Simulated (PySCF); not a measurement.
The PySCF input:
```python
from pyscf import gto, scf, dft

mol = gto.Mole()
mol.atom = '''
    B    -0.000000   -0.000000   -0.000000
    I     1.991499   -0.348370   -0.596705
    I    -0.739465   -0.878003    1.767991
    I    -1.252034    1.226373   -1.171285
'''
mol.basis = '3-21g'
mol.charge = 0
mol.spin = 0
mol.verbose = 4
mol.build()

mf = dft.RKS(mol)
mf.xc = 'blyp'
mf.kernel()
```

Problem. What does this run give for the Mulliken (on the basis functions themselves) charges in atom order, number of basis functions, total energy, dipole moment, nuclear repulsion energy, HOMO-LUMO gap?

Solution. 
```json
{
 "Mulliken (on the basis functions themselves) charges in atom order": "B1 -0.90, I2 0.30, I3 0.30, I4 0.30",
 "number_of_basis_functions": "102",
 "total_energy": "-20694.7792 Eh",
 "dipole_moment": "0.00 D",
 "nuclear_repulsion_energy": "1420.9569 Eh",
 "HOMO-LUMO gap": "3.02 eV"
}
```
